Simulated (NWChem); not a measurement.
System meant: GeNH5Te; SMILES N[Te][GeH3]

Here is an NWChem input.

```
start job
memory heap 200 mb stack 900 mb global 1100 mb
geometry units angstroms noautoz
  Te     0.101067     0.808011     0.738765
  N     -1.658909     1.189156    -0.299755
  H     -1.457958     1.881254    -1.021234
  H     -2.324459     1.610780     0.347723
  Ge    -0.061941    -1.679183     0.144434
  H      1.153015    -2.389512     0.773643
  H     -1.365608    -2.263370     0.714154
  H     -0.037121    -1.849278    -1.383921
end
basis spherical
  Te library def2-svp
  N library def2-svp
  H library def2-svp
  Ge library def2-svp
end
ecp
  Te library def2-ecp
end
dft
  odft
  mult 2
  xc b3lyp
  iterations 150
  mulliken
end
task dft energy
```

End of the output:

```
 Summary of "ao basis" -> "" (spherical)
 ------------------------------------------------------------------------------
       Tag                 Description            Shells   Functions and Types
 ---------------- ------------------------------  ------  ---------------------
 Te                         def2-svp                10       26   4s4p2d
 N                          def2-svp                 6       14   3s2p1d
 H                          def2-svp                 3        5   2s1p
 Ge                         def2-svp                12       32   5s4p3d

                                 NWChem DFT Module
                                 -----------------

 Summary of "ao basis" -> "ao basis" (spherical)
 ------------------------------------------------------------------------------
       Tag                 Description            Shells   Functions and Types
 ---------------- ------------------------------  ------  ---------------------
 Te                         def2-svp                10       26   4s4p2d
 N                          def2-svp                 6       14   3s2p1d
 H                          def2-svp                 3        5   2s1p
 Ge                         def2-svp                12       32   5s4p3d

      Symmetry analysis of basis
      --------------------------

        a'         64
        a"         33

  number of electrons :                   68
  multiplicity        :                    2
 ------------------------------------------------------------------------
  no. of electrons and multiplicity not compatible                  68
 ------------------------------------------------------------------------
 ------------------------------------------------------------------------
  current input line :
    29: task dft energy
 ------------------------------------------------------------------------
 ------------------------------------------------------------------------
 There is an error in the input file
 ------------------------------------------------------------------------
 For more information see the NWChem manual at https://nwchemgit.github.io

0: no. of electrons and multiplicity not compatible:Received an Error in Communication
```

Problem. Can this run be used? If not, why, and what is the fix?

Solution. The program refused the input. Cause: the multiplicity doesn't fit the number of electrons (an even count wants an odd multiplicity, and the reverse). This input runs:
```
start job
memory heap 200 mb stack 900 mb global 1100 mb
geometry units angstroms noautoz
  Te     0.101067     0.808011     0.738765
  N     -1.658909     1.189156    -0.299755
  H     -1.457958     1.881254    -1.021234
  H     -2.324459     1.610780     0.347723
  Ge    -0.061941    -1.679183     0.144434
  H      1.153015    -2.389512     0.773643
  H     -1.365608    -2.263370     0.714154
  H     -0.037121    -1.849278    -1.383921
end
basis spherical
  Te library def2-svp
  N library def2-svp
  H library def2-svp
  Ge library def2-svp
end
ecp
  Te library def2-ecp
end
dft
  xc b3lyp
  iterations 150
  mulliken
end
task dft energy
```
It converges to -2402.60306 Ha (B3LYP/def2-SVP with def2 effective core potentials on Te).
